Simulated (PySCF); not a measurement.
# Magnetic susceptibility: `Cc1cpcpc1Br`, C₅H₅BrP₂

Molfile (atoms numbered from 1):
```
C5H5BrP2
     RDKit          3D

 13 13  0  0  0  0  0  0  0  0999 V2000
   -1.9293   -0.2552    0.1365 C   0  0  0  0  0  0  0  0  0  0  0  0
   -0.4420   -0.0983    0.0234 C   0  0  0  0  0  0  0  0  0  0  0  0
    0.3200   -1.2297   -0.2275 C   0  0  0  0  0  0  0  0  0  0  0  0
    2.0336   -1.4113   -0.4143 P   0  0  0  0  0  0  0  0  0  0  0  0
    2.6161    0.2023   -0.2088 C   0  0  0  0  0  0  0  0  0  0  0  0
    1.7853    1.6808    0.1018 P   0  0  0  0  0  0  0  0  0  0  0  0
    0.1236    1.1628    0.1710 C   0  0  0  0  0  0  0  0  0  0  0  0
   -1.0477    2.6550    0.5132 Br  0  0  0  0  0  0  0  0  0  0  0  0
   -2.2750    0.0958    1.1086 H   0  0  0  0  0  0  0  0  0  0  0  0
   -2.2235   -1.2946    0.0163 H   0  0  0  0  0  0  0  0  0  0  0  0
   -2.4310    0.3418   -0.6250 H   0  0  0  0  0  0  0  0  0  0  0  0
   -0.2282   -2.1607   -0.3238 H   0  0  0  0  0  0  0  0  0  0  0  0
    3.6936    0.3118   -0.2892 H   0  0  0  0  0  0  0  0  0  0  0  0
  1  2  1  0
  2  3  2  0
  3  4  1  0
  4  5  2  0
  5  6  1  0
  6  7  2  0
  7  8  1  0
  7  2  1  0
  1  9  1  0
  1 10  1  0
  1 11  1  0
  3 12  1  0
  5 13  1  0
M  END
```

Method used: GIAO B3LYP/pcSseg-1 magnetisability, rotational g tensor and spin-rotation constants, non-relativistic, gas phase in PySCF. Geometry: GFN2-xTB.

The calculation is non-relativistic, which matters for the atoms heavier than Zn.

(1) How diamagnetic is it, and how anisotropic?

(2) Split it along the inertial axes a, b, c into diamagnetic and paramagnetic parts about the centre of mass, with the quadrupole moment.

(3) And the rotational g tensor?

Answers

(1) Isotropic -1701 × 10⁻³⁰ J/T², or -102.4 × 10⁻⁶ cm³/mol; principal values -2444, -1391, -1268 × 10⁻³⁰ J/T², anisotropy 1120 × 10⁻³⁰ J/T² (root of half the summed squared differences of the principal values). The susceptibility is in cgs units.

(2) 
| axis | χ (10⁻⁶ cm³/mol) | diamagnetic (10⁻⁶ cm³/mol) | paramagnetic (10⁻⁶ cm³/mol) | summed x² of all electrons (Å²) | quadrupole Θ (D Å) |
| --- | --- | --- | --- | --- | --- |
| a | -83.8 | -734.6 | 650.9 | 383.1 | -3.82 |
| b | -76.3 | -1698.9 | 1622.6 | 155.8 | +6.77 |
| c | -147.2 | -2285.9 | 2138.8 | 17.4 | -2.96 |

Anisotropies 2χaa − χbb − χcc = +56.0 and 2χbb − χaa − χcc = +78.3 × 10⁻⁶ cm³/mol. Θ is traceless in Buckingham's convention.

(3) 
| axis | rotational constant (GHz) | g | nuclear part | electronic part |
| --- | --- | --- | --- | --- |
| a | 1.9954 | -0.0422 | 0.5679 | -0.6101 |
| b | 0.6576 | -0.0181 | 0.4831 | -0.5012 |
| c | 0.4961 | +0.0042 | 0.5026 | -0.4985 |

Asymmetric top; isotopes 79Br, 12C, 1H, 31P; no vibrational averaging.
